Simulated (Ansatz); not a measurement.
Born–Oppenheimer molecular dynamics of AlClH10O2Si3 (17 atoms, charge 0, multiplicity 1). It starts at the highest image of a converged band. Of that band: Beside the main top the profile has a ripple of under 15 meV (maxima at images 3, 5), which may be a very shallow well or noise. Neighbouring images differ by up to 2.5 eV, so the band resolves the path poorly. A vibrational analysis at the climbing image gives one clearly imaginary mode, 1156i cm⁻¹: a first-order saddle point.

The calculation used Ansatz 0.2.0, RHF/6-31G*.

* ensemble: NVE (velocity Verlet)
* time step: 0.5 fs
* steps asked: 200
* starting velocities drawn for: 300 K
* seed: 11619

First frame:

```xyz
17
Properties=species:S:1:pos:R:3
Al -0.273 0.315 -0.023
O -0.782 0.314 1.706
Si -1.155 -0.791 2.886
H -2.615 -0.920 3.017
H -0.567 -2.096 2.546
H -0.599 -0.308 4.163
O 1.250 -0.386 -0.292
Si 2.377 -1.385 -0.895
H 1.789 -2.674 -1.310
H 3.038 -0.778 -2.069
H 3.412 -1.656 0.123
Cl -1.853 -0.353 -1.300
Si -0.252 2.812 0.284
H -1.362 3.739 -0.008
H -0.719 2.601 1.906
H 0.912 3.648 0.637
H -0.767 1.716 1.899
```

Question: How far do the bonds stretch over the last three quarters of this one trajectory? (Pairs bonded in most of those frames.)

Answer: 
```tsv
bond	mean (Å)	spread (Å)	shortest	longest
Al1–O2	1.715	0.019	1.68	1.74
Al1–O7	1.701	0.015	1.68	1.73
Al1–Cl12	2.147	0.035	2.09	2.20
Al1–Si13	2.678	0.072	2.50	2.74
O2–Si3	1.629	0.017	1.60	1.67
Si3–H4	1.477	0.015	1.45	1.50
Si3–H5	1.481	0.017	1.45	1.51
Si3–H6	1.479	0.029	1.44	1.52
O7–Si8	1.626	0.013	1.61	1.65
Si8–H9	1.488	0.063	1.39	1.58
Si8–H10	1.478	0.008	1.46	1.49
Si8–H11	1.480	0.016	1.45	1.51
Si13–H14	1.484	0.022	1.45	1.52
Si13–H16	1.485	0.019	1.45	1.52
H15–H17	0.733	0.007	0.72	0.75
```

Mean temperature of the second half: 331 K. The conserved energy stayed within 0.12 meV per atom of its start (net change 0.045 meV per atom), so the integration is sound. A run of 0.1 ps of so small a system gives no equilibrium averages. The orbitals stay closed-shell, which can raise the energy where a bond breaks towards radicals; this wasn't checked here.

Time of the run: 6.5 min on 4 threads of Arm Neoverse V2, on a shared host, peak memory 0.47 GiB.
